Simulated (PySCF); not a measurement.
Rb²⁺ (rubidium, charge +2): UHF calculation

Configuration: [Ar] 3d10 4s2 4p5, 2P determinant. Computed with PySCF 2.14 in def2-SVP with the def2 core potential (28 electrons), with a scalar-relativistic core potential.

```json
{
 "Total energy": "-22.683806 hartree",
 "One-electron energy": "-33.5861 hartree",
 "Hartree (Coulomb) energy": "13.8418 hartree",
 "Exchange energy": "-2.9395 hartree",
 "⟨S²⟩": "0.7521",
 "⟨L²⟩": "2.007",
 "Sum of ⟨r⟩": "11.27 bohr",
 "Sum of ⟨r²⟩": "20.39 bohr²",
 "Traceless quadrupole moment −½Σ⟨3z² − r²⟩ along its main axis": "1.31 e·bohr²",
 "Time after the integrals": "0.04 s of wall time on 1 thread of Neoverse-V2 (shared host)"
}
```

| shell | electrons | mean orbital energy (eV) | spread (eV) | rms radius, mean of both spins (bohr) |
| --- | --- | --- | --- | --- |
| 4s α | 1 | -62.355 | 0 | 1.54 |
| 4s β | 1 | -58.533 | 0 | 1.54 |
| 4p α | 3 | -40.617 | 2.165 | 1.77 |
| 4p β | 2 | -38.926 | 0 | 1.77 |

Energies and moments cover only the electrons outside the core potential.
